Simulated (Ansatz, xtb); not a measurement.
## Relaxing a trial structure of CH2FGe−

The starting geometry of this gas-phase singlet has its atoms placed at random.

```xyz
5

C    -1.4172    1.3744    0.2633
F     1.1260    0.4357   -1.2512
Ge    0.7031    0.2242    0.5062
H    -0.4501    0.9232    1.1964
H    -0.3498    0.7653   -1.2990
```

Task: One run relaxed it with r2SCAN-D4/def2-SVPD. What is a likely outcome?

Result: It ends as `[CH2]=[Ge-][F]`. Contacts that open: Ge3–H4 (1.51 → 2.56 Å). Contacts that close: C1–Ge3 (2.42 → 1.83 Å), C1–H4 (1.42 → 1.10 Å), C1–H5 (1.99 → 1.10 Å).

The energy falls by 7.14 eV over 15 steps:

```
step  E − E(last) (eV)
   1             7.143
   3             3.564
   4             2.699
   6             1.394
   7             0.931
   9             0.295
  10             0.079
  12             0.007
  13             0.003
  15             0.000
```

Final geometry (Å):

```xyz
5

C    -0.6025    1.0017    0.2009
F     1.4934    0.0699   -1.4888
Ge    0.9382    0.0139    0.3017
H    -1.2012    1.1717    1.1098
H    -1.0161    1.4656   -0.7079
```

From the same start GFN2-xTB reaches the same bonding as this run.

From so rough a start the end depends on the optimiser's path, so another program may land elsewhere. The end wasn't checked by frequencies. Run with Ansatz 0.2.0, 35 s on 2 threads of Intel(R) Xeon(R) Platinum 8375C CPU @ 2.90GHz (Ice Lake), on a shared host.
